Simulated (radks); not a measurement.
Spherical quantum dot in the effective-mass picture: electrons in a hard-walled sphere of radius 1.79, with a point charge +2 (a donor) at the centre, all in effective atomic units (hartree* = m*/eps^2 hartree, bohr* = eps/m* bohr), one dielectric constant everywhere. Calculated with a radial shooting solver with Libxc functionals: non-relativistic Kohn-Sham, PBEsol, spin-polarised, spherical densities. Levels are named by radial order and angular momentum (1s, 1p, 1d, 2s, ...), and open shells are averaged over m. Results are scaled to m* = 0.038 and eps = 10, for which hartree* = 10.34 meV and bohr* = 13.93 nm. Each electron was tried in the lowest free levels, single moves between levels near the top were tried too, and the lowest total energy was kept; such a search can miss a lower state. At N = 1 the Hartree and exchange-correlation terms need not cancel, so that row can carry a self-interaction error.

N,open shells,2S,E (meV),mu = E(N) - E(N-1) (meV),addition energy mu(N+1) - mu(N) (meV),e(HOMO) (meV),rms radius (nm)
1,"1s(up 1, down 0)",1,-18.9432,-18.943,13.71,-13.626,9.957
2,none,0,-24.1744,-5.2312,34.09,-0.43380,10.65
3,"1p(up 1, down 0)",1,4.68156,28.856,7.505,32.506,12.39
4,"1p(up 2, down 0)",2,41.0422,36.361,7.854,40.262,13.23
5,"1p(up 3, down 0)",3,85.2568,44.215,10.50,48.181,13.77
6,"1p(up 3, down 1)",2,139.969,54.713,7.328,58.297,14.16
7,"1p(up 3, down 2)",1,202.011,62.041,7.620,65.826,14.46
8,none,0,271.672,69.661,26.39,73.511,14.71
9,"2s(up 1, down 0)",1,367.719,96.047,9.030,100.50,14.83
10,"1d(up 1, down 0) 2s(up 1, down 0)",2,472.796,105.08,7.258,108.70,15.12
11,"1d(up 2, down 0) 2s(up 1, down 0)",3,585.131,112.33,7.298,115.98,15.35
12,"1d(up 3, down 0) 2s(up 1, down 0)",4,704.764,119.63,7.188,123.58,15.56
13,"1d(up 5, down 0)",5,831.585,126.82,7.600,130.26,15.89
14,"1d(up 5, down 0) 2s(up 1, down 0)",6,966.006,134.42,9.576,139.02,15.89
15,"1d(up 5, down 1) 2s(up 1, down 0)",5,1110.00,144.00,7.083,147.53,16.03
16,"1d(up 5, down 2) 2s(up 1, down 0)",4,1261.08,151.08,6.906,154.67,16.16
17,"1d(up 5, down 4)",1,1419.07,157.99,6.854,161.23,16.40
18,none,0,1583.91,164.84,8.567,168.45,16.50
19,"2s(up 1, down 0)",1,1757.32,173.41,11.32,178.03,16.48
20,none,0,1942.05,184.73,25.03,189.51,16.43
21,"1f(up 1, down 0)",1,2151.81,209.76,7.002,213.26,16.55
22,"1f(up 2, down 0)",2,2368.57,216.76,7.015,220.27,16.66
23,"1f(up 3, down 0)",3,2592.35,223.78,7.025,227.29,16.75
24,"1f(up 4, down 0)",4,2823.16,230.80,7.031,234.32,16.84
25,"1f(up 5, down 0)",5,3060.99,237.83,7.036,241.35,16.93
26,"1f(up 6, down 0)",6,3305.86,244.87,7.038,248.39,17.01
27,"1f(up 7, down 0)",7,3557.77,251.91,9.009,255.43,17.08
28,"1f(up 7, down 1)",6,3818.69,260.92,6.932,264.38,17.15
29,"1f(up 7, down 2)",5,4086.54,267.85,6.946,271.32,17.22
30,"1f(up 7, down 3)",4,4361.33,274.80,6.957,278.27,17.28
31,"1f(up 7, down 4)",3,4643.08,281.75,6.965,285.23,17.34
32,"1f(up 7, down 5)",2,4931.80,288.72,6.970,292.20,17.40
33,"1f(up 7, down 6)",1,5227.49,295.69,6.974,299.17,17.45
34,none,0,5530.15,302.66,32.78,306.15,17.51
35,"1g(up 1, down 0)",1,5865.59,335.44,6.849,338.86,17.57
36,"1g(up 2, down 0)",2,6207.88,342.29,6.854,345.72,17.62
37,"1g(up 3, down 0)",3,6557.03,349.14,6.858,352.57,17.68
38,"1g(up 4, down 0)",4,6913.03,356.00,6.861,359.43,17.73
39,"1g(up 5, down 0)",5,7275.89,362.86,6.863,366.29,17.78
40,"1g(up 6, down 0)",6,7645.61,369.72,6.864,373.16,17.83
41,"1g(up 7, down 0)",7,8022.20,376.59,-,380.02,17.87

All shells are closed at N = 2, 8, 18, 20, 34 (there: 1s2 1p6 1d10 2s2 1f14); the second difference of the energy has clear peaks (12 % above both neighbours; the first and last values, which can be the largest, are not judged, and half-filled shells can peak too) at N = 2, 5, 8, 14, 20, 27, 34.
